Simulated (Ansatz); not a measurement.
Gas-phase electronic energies from Ansatz, PBE0-D4/def2-TZVP geometries. CCSD(T)/CBS is the MP2 limit (def2-TZVPP, def2-QZVPP) plus CCSD(T) − MP2 in def2-TZVPP, frozen cores. This one scheme is used for every species, atoms too. Functionals use def2-TZVPP. B3LYP here is the variant with VWN-RPA as its local correlation; programs differ in this. Open shells (•) are unrestricted, without spin–orbit coupling. Spin–orbit coupling would lower the free atoms: a little for B, C, Si.

`B[SiH](C)C#C` → B• + 3 C• + 7 H• + Si•  (atomization)

`B[SiH](C)C#C`:

Cartesian coordinates in Å:
```
B 0.836 -1.894 0.030
Si 0.162 -0.070 -0.476
C 1.065 1.341 0.364
C -1.637 0.108 -0.180
C -2.817 0.217 0.047
H 2.010 -2.076 0.183
H 0.113 -2.839 0.137
H 0.377 0.012 -1.955
H 0.699 2.303 0.000
H 2.137 1.277 0.163
H 0.916 1.308 1.445
H -3.861 0.313 0.243
```

```json
{"level": "PBE-D4", "ΔE (eV)": "48.09", "difference from CCSD(T)/CBS": "0.84"}
{"level": "B3LYP-D4", "ΔE (eV)": "47.45", "difference from CCSD(T)/CBS": "0.20"}
{"level": "ωB97M-V", "ΔE (eV)": "47.47", "difference from CCSD(T)/CBS": "0.22"}
{"level": "B2PLYP", "ΔE (eV)": "47.00", "difference from CCSD(T)/CBS": "-0.25"}
{"level": "PBE", "ΔE (eV)": "47.85", "difference from CCSD(T)/CBS": "0.60"}
{"level": "r2SCAN", "ΔE (eV)": "47.46", "difference from CCSD(T)/CBS": "0.21"}
{"level": "B3LYP", "ΔE (eV)": "47.06", "difference from CCSD(T)/CBS": "-0.19"}
{"level": "HF/def2-TZVPP", "ΔE (eV)": "36.03", "difference from CCSD(T)/CBS": "-11.22"}
{"level": "SCS-MP2/def2-TZVPP", "ΔE (eV)": "46.74", "difference from CCSD(T)/CBS": "-0.51"}
{"level": "CCSD/def2-TZVPP", "ΔE (eV)": "45.53", "difference from CCSD(T)/CBS": "-1.72"}
{"level": "CCSD(T)/def2-TZVPP", "ΔE (eV)": "46.17", "difference from CCSD(T)/CBS": "-1.08"}
{"level": "HF/def2-QZVPP", "ΔE (eV)": "36.08", "difference from CCSD(T)/CBS": "-11.17"}
{"level": "SCS-MP2/def2-QZVPP", "ΔE (eV)": "47.45", "difference from CCSD(T)/CBS": "0.20"}
{"level": "HF/CBS(def2)", "ΔE (eV)": "36.09", "difference from CCSD(T)/CBS": "-11.16"}
{"level": "MP2/CBS(def2)", "ΔE (eV)": "47.93", "difference from CCSD(T)/CBS": "0.68"}
{"level": "CCSD/CBS(def2)", "ΔE (eV)": "46.61", "difference from CCSD(T)/CBS": "-0.64"}
{"level": "CCSD(T)/CBS", "ΔE (eV)": "47.25", "difference from CCSD(T)/CBS": "0"}
```

Largest T1 diagnostic among the species: 0.014.

From PBE to PBE0 (25 % exact exchange), in def2-TZVPP and without D4, ΔE moves by −0.54 eV: exact exchange takes away binding that semilocal exchange gives to molecules. The D4 term adds +0.39 eV with B3LYP and +0.21 eV with PBE0; it sums over pairs of atoms, weighted by their polarisabilities, and B3LYP, whose exchange is more repulsive, gets the larger term. In def2-TZVPP, CCSD(T) changes the Hartree–Fock value by +10.14 eV (the triples alone add +0.64 eV) and MP2 by +10.81 eV; breaking electron pairs costs correlation energy, which Hartree–Fock lacks.

For atomizations the MP2-based limit and the directly extrapolated one differ by several kJ/mol either way, and by 10 to 25 for some Ge, Se and Sn compounds, so smaller differences from it don't rank the levels.
